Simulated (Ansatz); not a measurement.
Calculated with Ansatz (gas phase, PBE0-D4/def2-TZVP geometries, no zero-point term in ΔE). CCSD(T)/CBS adds triple-zeta CCSD(T) − MP2 to the extrapolated MP2 energy (def2 sets, frozen cores). This one scheme is used for every species. DFT in def2-TZVPP. B3LYP here is the variant with VWN-RPA as its local correlation; programs differ in this. For Br outer-core shells are correlated without core-valence functions, which leaves a few kJ/mol of doubt a bond. Scalar relativity is left out up to krypton. Each species was taken in one conformer, which may not be the lowest.

Reaction (formal exchange of groups at the Si–C bond): `N=C[SiH2]CBr` + `CF` → `FC[SiH2]CBr` + `C=N`

Problem. Is it downhill or uphill in electronic energy at CCSD(T)/CBS, and by how much? (Estimate.)

Solution. Ansatz gave: Uphill: ΔE = +0.09 eV.

Problem. What do these levels give: r2SCAN-D4, ωB97X-V, PBE0, B3LYP, HF/def2-TZVPP, MP2/def2-TZVPP, HF/def2-QZVPP, MP2/def2-QZVPP, SCS-MP2/def2-QZVPP, HF/CBS(def2), MP2/CBS(def2), CCSD/CBS(def2)? (Best estimate.)

Solution. Computed: r2SCAN-D4 0.07, ωB97X-V 0.06, PBE0 0.06, B3LYP 0.06, HF/def2-TZVPP 0.08, MP2/def2-TZVPP 0.11, HF/def2-QZVPP 0.08, MP2/def2-QZVPP 0.11, SCS-MP2/def2-QZVPP 0.11, HF/CBS(def2) 0.08, MP2/CBS(def2) 0.11, CCSD/CBS(def2) 0.08 eV.

Largest T1 diagnostic among the species: 0.012.
